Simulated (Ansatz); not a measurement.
Harmonic vibrations of Si₂F₃⁻ by finite differences.

```yaml
crystal:
  periodic: [false, false, false]
  atoms:
    - {symbol: Si, position_ang: [1.958139, 0.496226, -0.918547]}
    - {symbol: Si, position_ang: [0.348441, -0.208378, 0.503406]}
    - {symbol: F, position_ang: [2.127436, 1.443475, -2.324245]}
    - {symbol: F, position_ang: [-1.068142, 0.528490, -0.208329]}
    - {symbol: F, position_ang: [3.582427, 0.051887, -0.682286]}
basis:
  gaussian: {orbitals: def2-SVPD}
total_charge: -1
hamiltonian: {xc: pbe, dispersion: d4}
scf: {omitted_lower_state_checks: [starts]}
phonons: {temperatures: {t_min: 298.15, t_max: 900, t_step: 200}}
```

```sh
$ ansatz run in.yaml --threads 4 --pin off --events-out ev --progress --plain --max-ram 4787MiB
```

Shortened log:

```
Functional definition: PBE
  name "PBE"
  cite "Perdew, Burke & Ernzerhof, Phys. Rev. Lett. 77, 3865 (1996) doi:10.1103/PhysRevLett.77.3865"
  parent pbe
  parameter kappa = 0.804
  parameter beta = 0.06672455060314922
  exchange = pbe_x(kappa = kappa, mu = beta*pi^2/3)
  correlation = pbe_c(beta = beta)
these checks for a lower state are left out or cut short: starts
mean field -23884.02690570 eV, -877.7217996096 hartree, gradient 8.0e-5 eV, S^2 0.000000; 0 other end points of the search recorded, 0 dependent functions left out
the calculation of the forces begins
these checks for a lower state are left out or cut short: stability, starts, cluster_reference, orbital_swaps, neighbouring_geometries, increment
mean field -23884.02678842 eV, -877.7217952995 hartree, gradient 1.9e-6 eV, S^2 0.000000; 0 other end points of the search recorded, 0 dependent functions left out
the calculation of the forces begins
these checks for a lower state are left out or cut short: stability, starts, cluster_reference, orbital_swaps, neighbouring_geometries, increment
mean field -23884.02684510 eV, -877.7217973827 hartree, gradient 2.1e-6 eV, S^2 0.000000; 0 other end points of the search recorded, 0 dependent functions left out
the calculation of the forces begins
these checks for a lower state are left out or cut short: stability, starts, cluster_reference, orbital_swaps, neighbouring_geometries, increment
mean field -23884.02687668 eV, -877.7217985432 hartree, gradient 1.8e-6 eV, S^2 0.000000; 0 other end points of the search recorded, 0 dependent functions left out
the calculation of the forces begins
these checks for a lower state are left out or cut short: stability, starts, cluster_reference, orbital_swaps, neighbouring_geometries, increment
mean field -23884.02687271 eV, -877.7217983973 hartree, gradient 1.8e-6 eV, S^2 0.000000; 0 other end points of the search recorded, 0 dependent functions left out
the calculation of the forces begins
these checks for a lower state are left out or cut short: stability, starts, cluster_reference, orbital_swaps, neighbouring_geometries, increment
mean field -23884.02684731 eV, -877.7217974639 hartree, gradient 1.3e-6 eV, S^2 0.000000; 0 other end points of the search recorded, 0 dependent functions left out
the calculation of the forces begins
these checks for a lower state are left out or cut short: stability, starts, cluster_reference, orbital_swaps, neighbouring_geometries, increment
mean field -23884.02683374 eV, -877.7217969650 hartree, gradient 1.4e-6 eV, S^2 0.000000; 0 other end points of the search recorded, 0 dependent functions left out
the calculation of the forces begins
these checks for a lower state are left out or cut short: stability, starts, cluster_reference, orbital_swaps, neighbouring_geometries, increment
mean field -23884.02683666 eV, -877.7217970723 hartree, gradient 1.9e-6 eV, S^2 0.000000; 0 other end points of the search recorded, 0 dependent functions left out
the calculation of the forces begins
these checks for a lower state are left out or cut short: stability, starts, cluster_reference, orbital_swaps, neighbouring_geometries, increment
mean field -23884.02687470 eV, -877.7217984705 hartree, gradient 1.9e-6 eV, S^2 0.000000; 0 other end points of the search recorded, 0 dependent functions left out
the calculation of the forces begins
these checks for a lower state are left out or cut short: stability, starts, cluster_reference, orbital_swaps, neighbouring_geometries, increment
mean field -23884.02688009 eV, -877.7217986686 hartree, gradient 2.0e-6 eV, S^2 0.000000; 0 other end points of the search recorded, 0 dependent functions left out
the calculation of the forces begins
these checks for a lower state are left out or cut short: stability, starts, cluster_reference, orbital_swaps, neighbouring_geometries, increment
mean field -23884.02689791 eV, -877.7217993233 hartree, gradient 2.0e-6 eV, S^2 0.000000; 0 other end points of the search recorded, 0 dependent functions left out
[...]
the calculation of the forces begins
these checks for a lower state are left out or cut short: stability, starts, cluster_reference, orbital_swaps, neighbouring_geometries, increment
mean field -23884.02690909 eV, -877.7217997343 hartree, gradient 1.2e-6 eV, S^2 0.000000; 0 other end points of the search recorded, 0 dependent functions left out
the calculation of the forces begins
these checks for a lower state are left out or cut short: stability, starts, cluster_reference, orbital_swaps, neighbouring_geometries, increment
mean field -23884.02688207 eV, -877.7217987411 hartree, gradient 1.4e-6 eV, S^2 0.000000; 0 other end points of the search recorded, 0 dependent functions left out
the calculation of the forces begins
these checks for a lower state are left out or cut short: stability, starts, cluster_reference, orbital_swaps, neighbouring_geometries, increment
mean field -23884.02691907 eV, -877.7218001011 hartree, gradient 1.8e-6 eV, S^2 0.000000; 0 other end points of the search recorded, 0 dependent functions left out
the calculation of the forces begins
these checks for a lower state are left out or cut short: stability, starts, cluster_reference, orbital_swaps, neighbouring_geometries, increment
mean field -23884.02676885 eV, -877.7217945803 hartree, gradient 1.8e-6 eV, S^2 0.000000; 0 other end points of the search recorded, 0 dependent functions left out
the calculation of the forces begins
these checks for a lower state are left out or cut short: stability, starts, cluster_reference, orbital_swaps, neighbouring_geometries, increment
mean field -23884.02687887 eV, -877.7217986235 hartree, gradient 1.5e-6 eV, S^2 0.000000; 0 other end points of the search recorded, 0 dependent functions left out
the calculation of the forces begins
these checks for a lower state are left out or cut short: stability, starts, cluster_reference, orbital_swaps, neighbouring_geometries, increment
mean field -23884.02691823 eV, -877.7218000699 hartree, gradient 1.4e-6 eV, S^2 0.000000; 0 other end points of the search recorded, 0 dependent functions left out
the calculation of the forces begins
these checks for a lower state are left out or cut short: stability, starts, cluster_reference, orbital_swaps, neighbouring_geometries, increment
mean field -23884.02691169 eV, -877.7217998296 hartree, gradient 1.7e-6 eV, S^2 0.000000; 0 other end points of the search recorded, 0 dependent functions left out
the calculation of the forces begins
these checks for a lower state are left out or cut short: stability, starts, cluster_reference, orbital_swaps, neighbouring_geometries, increment
mean field -23884.02688749 eV, -877.7217989405 hartree, gradient 1.1e-6 eV, S^2 0.000000; 0 other end points of the search recorded, 0 dependent functions left out
the calculation of the forces begins
Total energy: -23884.16545658 eV, -877.7268912606 hartree
Atom 0 at     1.958139     0.496226    -0.918547 Å, force    -0.016959     0.001016     0.003789 eV/Å
Atom 1 at     0.348441    -0.208378     0.503406 Å, force     0.003184     0.000821    -0.004310 eV/Å
Atom 2 at     2.127436     1.443475    -2.324245 Å, force    -0.001065     0.005204    -0.008567 eV/Å
Atom 3 at    -1.068142     0.528490    -0.208329 Å, force    -0.005011     0.000077     0.002816 eV/Å
Atom 4 at     3.582427     0.051887    -0.682286 Å, force     0.019851    -0.007118     0.006273 eV/Å
Dipole moment:     0.226928     0.104869    -0.207294 e Å
Vibrations: 74.09 84.69 133.62 204.20 265.66 411.85 637.23 727.23 752.49 cm⁻¹, zero-point energy 0.204020 eV
Checks for a lower state left out: starts
```

Hardware: 4 threads of Intel Xeon Platinum 8488C on a shared host. Wall time 12 s.

The structure comes from a short search, and lower isomers may exist.
